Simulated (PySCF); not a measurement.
CH4AlBrO.

```xyz
8

Al    -1.0456     0.5001     0.0000
H     -2.6097     0.4066     0.0000
Br     0.2593    -1.3418     0.0000
O     -0.3126     2.0171     0.0000
C      0.9508     2.5986     0.0000
H      1.0797     3.2387     0.8899
H      1.0797     3.2387    -0.8899
H      1.7637     1.8497     0.0000
```

Coordinates come from a PBE0-D3(BJ)/def2-SVP optimisation. The structure was generated by enumeration; whether it is a known compound was not checked. One conformer was computed; it need not be the lowest.

Computed with PBE/pcSseg-1 (PySCF). Non-relativistic, no solvent.

Computed absolute GIAO shielding of each atom: isotropic value and principal components (ppm):
| atom | σ(iso) | σ11 | σ22 | σ33 | span |
|---|---|---|---|---|---|
| Al1 | 403.9 | 364.8 | 400.6 | 446.2 | 81.4 |
| H2 | 26.7 | 22.2 | 24.3 | 33.7 | 11.5 |
| Br3 | 2580.2 | 2205.9 | 2597.3 | 2937.3 | 731.4 |
| O4 | 245.6 | 128.3 | 288.8 | 319.6 | 191.4 |
| C5 | 123.8 | 91.9 | 101.6 | 178.0 | 86.0 |
| H6 | 27.2 | 23.2 | 24.6 | 33.7 | 10.5 |
| H7 | 27.2 | 23.2 | 24.6 | 33.7 | 10.5 |
| H8 | 26.8 | 21.9 | 26.1 | 32.3 | 10.4 |
